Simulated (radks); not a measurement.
The vanadium ion V2+, 21 electrons, occupied as [Ar] 3d2.5 4d0.5 (fractional occupations, a model configuration). All-electron calculation, scalar-relativistic Kohn-Sham, PBEsol, spin-unpolarised, spherical densities, finite nucleus; Fermi nuclear charge, rms radius 3.6002 fm. Program: a radial shooting solver on a logarithmic mesh with Libxc functionals.

Radial electron density D(r) = 4 pi r^2 rho(r):

| r (bohr) | D(r) (e/bohr) |
|---|---|
| 0.006704 | 3.597 |
| 0.007743 | 4.556 |
| 0.008942 | 5.727 |
| 0.01024 | 7.053 |
| 0.01183 | 8.711 |
| 0.01355 | 10.53 |
| 0.01565 | 12.70 |
| 0.01793 | 14.96 |
| 0.02071 | 17.51 |
| 0.02373 | 19.96 |
| 0.02741 | 22.46 |
| 0.03165 | 24.65 |
| 0.03626 | 26.25 |
| 0.04188 | 27.24 |
| 0.04798 | 27.39 |
| 0.05541 | 26.69 |
| 0.06348 | 25.35 |
| 0.07331 | 23.55 |
| 0.08399 | 21.93 |
| 0.097 | 20.87 |
| 0.112 | 20.96 |
| 0.1283 | 22.27 |
| 0.1482 | 24.69 |
| 0.1698 | 27.28 |
| 0.1961 | 29.30 |
| 0.2247 | 29.60 |
| 0.2595 | 27.64 |
| 0.2973 | 23.78 |
| 0.3433 | 18.53 |
| 0.3965 | 13.54 |
| 0.4543 | 10.31 |
| 0.5247 | 9.054 |
| 0.6011 | 9.587 |
| 0.6942 | 10.87 |
| 0.7953 | 11.64 |
| 0.9185 | 11.22 |
| 1.052 | 9.652 |
| 1.215 | 7.257 |
| 1.404 | 4.812 |
| 1.608 | 2.926 |
| 1.857 | 1.558 |
| 2.128 | 0.7995 |
| 2.457 | 0.3892 |
| 2.815 | 0.2190 |
| 3.251 | 0.1552 |
| 3.725 | 0.1431 |
| 4.302 | 0.1394 |
| 4.968 | 0.1223 |
| 5.692 | 0.09072 |
| 6.573 | 0.05321 |
| 7.531 | 0.02586 |
| 8.697 | 0.009279 |
| 9.964 | 0.002643 |
| 11.51 | 0.0004941 |

D(r) has 3 maxima, at r = 0.0461, 0.214, 0.821 bohr, and minima at 0.103, 0.533 bohr, inside which lie 2.13, 10.50 electrons.
